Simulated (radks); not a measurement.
These are the eigenvalues of the occupied orbitals of an atom or ion with whole-number occupations (hartree). Calculated with a radial shooting solver on a logarithmic mesh with Libxc functionals: Dirac Kohn-Sham, exchange-only PBE, spin-unpolarised, spherical densities, finite nucleus; Fermi nuclear charge, rms radius of each element as measured or else 0.836 A^(1/3) + 0.57 fm.

orbital  eigenvalue
1s1/2     -2106.717
2s1/2     -354.7045
2p1/2     -337.9441
2p3/2     -304.2494
3s1/2     -80.38963
3p1/2     -73.02634
3p3/2     -65.95070
3d3/2     -53.34201
3d5/2     -51.79563
4s1/2     -16.79510
4p1/2     -13.85047
4p3/2     -12.25359
4d3/2      -7.40264
4d5/2      -7.11168
5s1/2      -2.95657
5p1/2      -2.13802
5p3/2      -1.92334
4f5/2      -1.26974
4f7/2      -1.22732

Which element is it, and in what charge state? The configuration may be excited. Open shells, if any, fill j = l - 1/2 first.

Answer. Z = 68, erbium, charge +3: Er3+ in [Xe] 4f11. The list shows which subshells hold electrons but not how many an open one holds; the 1s level, -2106.7 hartree, gives Z - s = 64.9 by -(Z - s)^2/2, which with screening and relativity narrows Z to a few neighbours, and the depths of the outer levels then fix element, charge and occupations together.
